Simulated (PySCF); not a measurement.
## Tellurium: a sound run and one with changed settings

Sound run: Te(2+) [Kr] 4d10 5s2 5p2, Te(3+) [Kr] 4d10 5s2 5p1. Computed with PySCF 2.14 in cc-pVDZ-PP with ECP28MDF, with a scalar-relativistic core potential. In the sound run the correlated levels freeze 4s2 4p6 4d10 outside the core potential. The sound run starts from symmetry-adapted Hartree-Fock orbitals and uses a fine grid where one is needed.

A second run was set up differently.

```tsv
species	method	sound run (hartree)	changed run (hartree)	converged
Te(2+)	MP2	-266.07559	-266.09705	yes
Te(3+)	MP2	-265.07847	-265.09843	yes
```

Ionisation energy of Te(2+):

| method | sound run (eV) | changed run (eV) |
| --- | --- | --- |
| UHF | 26.918 | 26.918 |
| MP2 | 27.133 | 27.174 |
| SCS-MP2 | 27.081 | 27.101 |

What was changed?
A. all electrons correlated in a valence basis
B. a valence shell is frozen
C. basis contracted for another Hamiltonian
D. too few SCF iterations

A. A valence basis has no tight correlating functions, so it recovers only part of the core correlation, and not evenly between atom and ion.
